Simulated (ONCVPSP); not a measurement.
## What one change does to a pseudopotential (antimony (Sb), ONCV)

```json
{"Element": "antimony", "Generator": "ONCVPSP 4.0.1", "Type": "optimised norm-conserving Vanderbilt (ONCV)", "Functional": "LDA (Perdew-Zunger)", "Relativity": "non-relativistic", "Frozen core": "[Kr]", "Valence charge": "15", "Reference configuration": "4d10 5s2 5p3", "Partial waves": "5s: rc 1.70 bohr, ncon 5, nbas 10, qcut 3.9 1/bohr, 2 projectors, debl 3.3 Ha; 5p: rc 2.55 bohr, ncon 4, nbas 8, qcut 3.9 1/bohr, 2 projectors, debl 1.3 Ha; 4d: rc 1.20 bohr, ncon 4, nbas 9, qcut 11.2 1/bohr, 2 projectors, debl 2.5 Ha", "Local potential": "polynomial inside 0.95 bohr (lpopt 4, dvloc0 0 Ha)", "Core correction": "Teter function, fcfact 3.75, rcfact 1"}
```

All-electron outer shells of the reference configuration (LDA (Perdew-Zunger), non-relativistic, ld1.x):

```json
{"shell": "4s", "level (eV)": "-137.40", "outermost node (bohr)": "0.41", "outermost maximum (bohr)": "0.74"}
{"shell": "4p", "level (eV)": "-99.22", "outermost node (bohr)": "0.40", "outermost maximum (bohr)": "0.77"}
{"shell": "4d", "level (eV)": "-35.29", "outermost node (bohr)": "0.38", "outermost maximum (bohr)": "0.84"}
{"shell": "5s", "level (eV)": "-12.13", "outermost node (bohr)": "0.99", "outermost maximum (bohr)": "1.98"}
{"shell": "5p", "level (eV)": "-5.06", "outermost node (bohr)": "1.06", "outermost maximum (bohr)": "2.35"}
```

Change: core correction Teter function, fcfact 4.25, rcfact 1.35.

Cutoffs: the cutoffs (Ha) at which the residual kinetic energy of the hardest occupied pseudo-wave falls to 1 and 0.1 mHa per electron; they do not see the model core or the augmentation charge, which bear on the density cutoff. Errors are all-electron minus pseudo energies relative to the spin-unpolarised reference configuration.

How do hardness, ghosts and transferability respond?

The potential gets neither clearly harder nor softer (83 Ha and 103 Ha → 83 Ha and 103 Ha); both files keep a bound ghost (p, s); of the 4 tests that both files solve, the error grows in 0 and shrinks in 1 by more than 15 % and 0.3 meV (median size 0.6 → 0.4 meV). A model core, the more so a compact one, raises the density cutoff, which this test does not measure.

| quantity | base | changed |
| --- | --- | --- |
| cutoff, loose | 83 Ha | 83 Ha |
| cutoff, tight | 103 Ha | 103 Ha |
| bound ghosts | s, p | s, p |
| GHOST(+) flags under 300 eV | s at 274.7 eV | s at 274.7 eV |
| error for 4d10 5s2 5p2, meV [ΔE 8.56 eV] | -0.2 | -0.3 |
| error for 4d10 5s2 5p1, meV [ΔE 24.80 eV] | -0.3 | -0.5 |
| error for 4d10 5s2 5p0, meV [ΔE 49.49 eV] | +1.2 | 0.0 |
| error for 4d10 5s1 5p4, meV [ΔE 7.16 eV] | +0.8 | +0.7 |
| s: phases at 1.72 bohr within 0.05 rad from the reference energy up to (Ha; the scan ends near 5) | to the end of the scan | to the end of the scan |
| p: phases at 2.59 bohr within 0.05 rad from the reference energy up to (Ha; the scan ends near 5) | to the end of the scan | to the end of the scan |
| d: phases at 1.22 bohr within 0.05 rad from the reference energy up to (Ha; the scan ends near 5) | to the end of the scan | to the end of the scan |
| rms error of d²Exc/dni dnj with the model core, mHa | 3.80 | 1.52 |

 A true bound ghost makes a file unfit for plane-wave use even where its test errors are small: the radial tests pick states by their node count and pass the ghost by.
